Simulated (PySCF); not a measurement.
# Dipole response of Mo⁺ (molybdenum, charge +1)

[Kr] 4d5, high-spin 6S determinant. All numbers are calculated (PySCF 2.14, a scalar-relativistic core potential, in aug-cc-pwCVTZ-PP with ECP28MDF). Coupled (time-dependent) response in atomic units; α is the mean over directions.

| method | mean α (bohr³) | C₆ (like pair) | S(−4) |
| --- | --- | --- | --- |
| TPSS | 22.31 | 146.8 | 313.3 |

S(−4) is the Cauchy moment in α(ω) = α(0) + S(−4) ω² + …

α(iu) at TPSS:

```csv
u (hartree),α(iu) (bohr³)
0,22.31
0.0500,21.57
0.100,19.77
0.200,15.68
0.300,12.61
0.500,8.837
0.750,6.213
1.00,4.645
1.50,2.891
2.00,1.962
3.00,1.056
5.00,0.4380
```

For an ion, C₆ is the dispersion term alone; charge-induced terms of lower order in 1/R come first.

Energies and moments cover only the electrons outside the core potential.
